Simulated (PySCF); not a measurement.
These are TPSSh-D3(BJ)/def2-TZVP // B3LYP-D3(BJ)/def2-TZVP run with PySCF values and carry that method's errors. Gas-phase values, no solvent. Excitations are Tamm–Dancoff values on a coarser integration grid. The basis has no diffuse functions, so Rydberg states are missing or too high.

Reference species (SMILES): `[CH3][Al]([CH3])[CH3]` (neutral, multiplicity 1).

| Quantity | Result |
|---|---|
| T1 excitation (TDA) | 5.28 eV |
| HOMO | -6.87 eV |

Changed species: `[CH3][AlH2]` (2 of 3 CH3 replaced by H; the reference has 0 of 3 CH3 replaced by H).

### Question
Give the shifts of the T1 excitation (TDA) and HOMO.

### Answer
the T1 excitation (TDA) drops by 0.35 eV, to 4.93 eV; the HOMO decreases by 0.57 eV, to -7.44 eV.
